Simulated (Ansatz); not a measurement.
Q: Name a neutral molecule of B, C, I and H with LUMO energy (PBE0/def2-TZVPP) between -2.25 and -1.95 eV and size of the dipole moment (ωB97M-V/def2-TZVPP) between 1.00 and 1.30 D (Ansatz, PBE0-D4/def2-TZVP geometry).

A: `C=C(I)BC` (-2.07 eV, 1.24 D). Other molecules can fit too; these were computed, each in one conformer that needn't be the lowest.
